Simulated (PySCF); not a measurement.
Can point charges reproduce the dipole moment of `C=Cc1ccc(C(=O)Cl)o1`?

Coordinates (GFN2-xTB, Å) and charges (e) from the PBE0/pcSseg-1 density (PySCF):

```json
{"atom": "C1", "x": "-2.527", "y": "1.212", "z": "0.119", "Mulliken": "-0.0892", "IAO": "-0.2832", "Hirshfeld": "-0.0757", "ESP-fitted": "-0.2634"}
{"atom": "C2", "x": "-2.065", "y": "-0.012", "z": "-0.123", "Mulliken": "-0.1995", "IAO": "-0.1634", "Hirshfeld": "-0.0522", "ESP-fitted": "-0.3132"}
{"atom": "C3", "x": "-0.664", "y": "-0.352", "z": "-0.117", "Mulliken": "+0.2286", "IAO": "+0.2010", "Hirshfeld": "+0.0842", "ESP-fitted": "+0.4070"}
{"atom": "C4", "x": "-0.054", "y": "-1.573", "z": "-0.351", "Mulliken": "-0.1071", "IAO": "-0.2158", "Hirshfeld": "-0.0733", "ESP-fitted": "-0.4220"}
{"atom": "C5", "x": "1.320", "y": "-1.358", "z": "-0.224", "Mulliken": "-0.0474", "IAO": "-0.1547", "Hirshfeld": "-0.0467", "ESP-fitted": "-0.0924"}
{"atom": "C6", "x": "1.472", "y": "-0.015", "z": "0.080", "Mulliken": "+0.1795", "IAO": "+0.0897", "Hirshfeld": "+0.0327", "ESP-fitted": "+0.0683"}
{"atom": "C7", "x": "2.684", "y": "0.722", "z": "0.313", "Mulliken": "+0.2814", "IAO": "+0.3374", "Hirshfeld": "+0.1502", "ESP-fitted": "+0.3920"}
{"atom": "O8", "x": "3.802", "y": "0.309", "z": "0.287", "Mulliken": "-0.3113", "IAO": "-0.3711", "Hirshfeld": "-0.2158", "ESP-fitted": "-0.3818"}
{"atom": "Cl9", "x": "2.365", "y": "2.429", "z": "0.670", "Mulliken": "-0.1190", "IAO": "-0.0888", "Hirshfeld": "-0.0734", "ESP-fitted": "-0.1350"}
{"atom": "O10", "x": "0.262", "y": "0.581", "z": "0.141", "Mulliken": "-0.3867", "IAO": "-0.2124", "Hirshfeld": "-0.0386", "ESP-fitted": "-0.1865"}
{"atom": "H11", "x": "-1.857", "y": "2.027", "z": "0.335", "Mulliken": "+0.1401", "IAO": "+0.1680", "Hirshfeld": "+0.0516", "ESP-fitted": "+0.1560"}
{"atom": "H12", "x": "-3.580", "y": "1.432", "z": "0.105", "Mulliken": "+0.1299", "IAO": "+0.1647", "Hirshfeld": "+0.0584", "ESP-fitted": "+0.1704"}
{"atom": "H13", "x": "-2.729", "y": "-0.835", "z": "-0.341", "Mulliken": "+0.1102", "IAO": "+0.1650", "Hirshfeld": "+0.0600", "ESP-fitted": "+0.1921"}
{"atom": "H14", "x": "-0.548", "y": "-2.495", "z": "-0.582", "Mulliken": "+0.0903", "IAO": "+0.1746", "Hirshfeld": "+0.0655", "ESP-fitted": "+0.2277"}
{"atom": "H15", "x": "2.115", "y": "-2.066", "z": "-0.334", "Mulliken": "+0.1002", "IAO": "+0.1890", "Hirshfeld": "+0.0731", "ESP-fitted": "+0.1810"}
```

Compute μ = Σ q r for each scheme (1 e·Å = 4.803 D) and compare with the dipole of the full density.

The full density gives (-4.26, -2.28, -0.75) D, 4.89 D in size; dipole vectors point from the negative to the positive end.

| scheme | μx | μy | μz | size (D) | share of the full size (%) | angle to the full dipole (°) |
| --- | --- | --- | --- | --- | --- | --- |
| Mulliken | -4.72 | -2.00 | -0.71 | 5.17 | 106 | 5 |
| IAO | -4.61 | -2.22 | -0.75 | 5.17 | 106 | 3 |
| Hirshfeld | -3.45 | -1.33 | -0.49 | 3.73 | 76 | 7 |
| ESP-fitted | -4.28 | -2.32 | -0.76 | 4.93 | 101 | 0 |

Which set comes closest?

Length of the difference vector: ESP-fitted 0.05 D, IAO 0.36 D, Mulliken 0.54 D, Hirshfeld 1.28 D. Closest: ESP-fitted. ESP charges are fitted to the potential around the molecule, whose slowest-falling term is the dipole's. The schemes that divide the density aren't constrained to reproduce the dipole.

What is left for the Hirshfeld atoms' own dipoles?

The Hirshfeld atoms' densities add up to the full density, so μ = Σ q r + Σ (atomic dipoles). The atomic dipoles sum to (-4.26, -2.28, -0.75) − (-3.45, -1.33, -0.49) = (-0.81, -0.95, -0.26) D, 1.28 D in size.

With the origin at the mean of the coordinates, (0.000, 0.001, -0.001) Å, which are the largest single terms, by size, of the Mulliken dipole along the direction of the full one?

O8 +5.23, C7 -3.68, Cl9 +1.88, C2 -1.75, H12 +1.52 D; all 15 atoms together +5.15 D. The single terms depend on the origin, their sum doesn't.

Give the size of the full dipole in other units.

4.89 D = 1.924 au = 1.018 e·Å = 16.31 × 10⁻³⁰ C·m.

Geometry: GFN2-xTB, one conformer, isolated molecule.

The values belong to the conformer `[CH2:1]=[CH:2][c:3]1[cH:4][cH:5][c:6]([C:7](=[O:8])[Cl:9])[o:10]1`: C1–C2–C3–C4 180°, C5–C6–C7–O8 0°.
